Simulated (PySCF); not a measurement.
F₄Hf, triplet, at a GFN2-xTB geometry (such geometries of metal compounds can be far from the true shape) (the multiplicity is a formal guess) (core potentials on Hf); B3LYP/def2-SV(P) (PySCF).

Input for PySCF:
```python
from pyscf import gto, scf, dft

mol = gto.Mole()
mol.atom = '''
    Hf   -0.01686374    0.00251863   -0.00039388
    F     0.40916201    1.23394389   -1.33876637
    F    -0.03061044   -1.29048134    1.34760802
    F    -0.29178847   -1.32099529   -1.28912574
    F     0.04814683    1.35738367    1.28343512
'''
mol.basis = 'def2-sv(p)'
mol.ecp = {'Hf': 'def2-sv(p)'}
mol.spin = 2
mol.verbose = 4
mol.build()

mf = dft.UKS(mol)
mf.xc = 'b3lyp'
mf.kernel()
```

It wrote (shortened):

```
PySCF version 2.14.0

[INPUT] verbose = 4
[INPUT] num. atoms = 5
[INPUT] num. electrons = 48
[INPUT] charge = 0
[INPUT] spin (= nelec alpha-beta = 2S) = 2
[INPUT] symmetry False subgroup None
[INPUT] Mole.unit = angstrom
[INPUT] Symbol           X                Y                Z      unit          X                Y                Z       unit  Magmom
[INPUT]  1 Hf    -0.016863740000   0.002518630000  -0.000393880000 AA   -0.031867850036   0.004759520909  -0.000744325326 Bohr   0.0
[INPUT]  2 F      0.409162010000   1.233943890000  -1.338766370000 AA    0.773204139477   2.331816005180  -2.529901784078 Bohr   0.0
[INPUT]  3 F     -0.030610440000  -1.290481340000   1.347608020000 AA   -0.057845348152  -2.438656301462   2.546610081067 Bohr   0.0
[INPUT]  4 F     -0.291788470000  -1.320995290000  -1.289125740000 AA   -0.551400294606  -2.496319309940  -2.436094588727 Bohr   0.0
[INPUT]  5 F      0.048146830000   1.357383670000   1.283435120000 AA    0.090984322466   2.565083382257   2.425340875448 Bohr   0.0

nuclear repulsion = 210.13676077289
number of shells = 35
number of NR pGTOs = 146
number of NR cGTOs = 81
basis = def2-sv(p)
ecp = {'Hf': 'def2-sv(p)'}

******** <class 'pyscf.dft.uks.UKS'> ********
method = UKS
initial guess = minao
damping factor = 0
level_shift factor = 0
DIIS = <class 'pyscf.scf.diis.CDIIS'>
diis_start_cycle = 1
diis_space = 8
diis_damp = 0
SCF conv_tol = 1e-09
SCF conv_tol_grad = None
SCF max_cycles = 50
direct_scf = True
direct_scf_tol = 1e-13
number electrons alpha = 25  beta = 23
XC library pyscf.dft.libxc version 7.1.2
    S. Lehtola, C. Steigemann, M. J. T. Oliveira, and M. A. L. Marques,  SoftwareX 7, 1–5 (2018)
XC functionals = b3lyp
    P. J. Stephens, F. J. Devlin, C. F. Chabalowski, and M. J. Frisch,  J. Phys. Chem. 98, 11623 (1994)
radial grids:
    Treutler-Ahlrichs [JCP 102, 346 (1995); DOI:10.1063/1.469408] (M4) radial grids

becke partition: Becke, JCP 88, 2547 (1988); DOI:10.1063/1.454033
pruning grids: <function nwchem_prune>
grids dens level: 3
symmetrized grids: False
atomic radii adjust function: <function treutler_atomic_radii_adjust>
small_rho_cutoff = 0
Set gradient conv threshold to 3.16228e-05
tot grids = 80840
init E= -434.597483861495

cycle= 1 E= -447.033706483679  delta_E= -12.4  |g|= 0.521  |ddm|= 5.31

cycle= 2 E= -447.028957296237  delta_E= 0.00475  |g|= 0.576  |ddm|= 0.881

cycle= 3 E= -447.125777027259  delta_E= -0.0968  |g|= 0.104  |ddm|= 0.362

cycle= 4 E= -447.130543742573  delta_E= -0.00477  |g|= 0.0107  |ddm|= 0.135

cycle= 5 E= -447.130582033157  delta_E= -3.83e-05  |g|= 0.00688  |ddm|= 0.0148

cycle= 6 E= -447.13057117465  delta_E= 1.09e-05  |g|= 0.00859  |ddm|= 0.0132

cycle= 7 E= -447.130599313908  delta_E= -2.81e-05  |g|= 0.00274  |ddm|= 0.00858

cycle= 8 E= -447.130602150378  delta_E= -2.84e-06  |g|= 0.000356  |ddm|= 0.00209

cycle= 9 E= -447.130602188852  delta_E= -3.85e-08  |g|= 0.000231  |ddm|= 0.000432

cycle= 10 E= -447.130602196527  delta_E= -7.68e-09  |g|= 0.000188  |ddm|= 0.000361

cycle= 11 E= -447.13060221135  delta_E= -1.48e-08  |g|= 1.7e-05  |ddm|= 0.000175

cycle= 12 E= -447.130602211498  delta_E= -1.49e-10  |g|= 5.33e-06  |ddm|= 2.11e-05

Extra cycle  E= -447.130602211487  delta_E= 1.16e-11  |g|= 9.46e-06  |ddm|= 1.2e-05
converged SCF energy = -447.130602211487  <S^2> = 2.0058945  2S+1 = 3.0039271
```
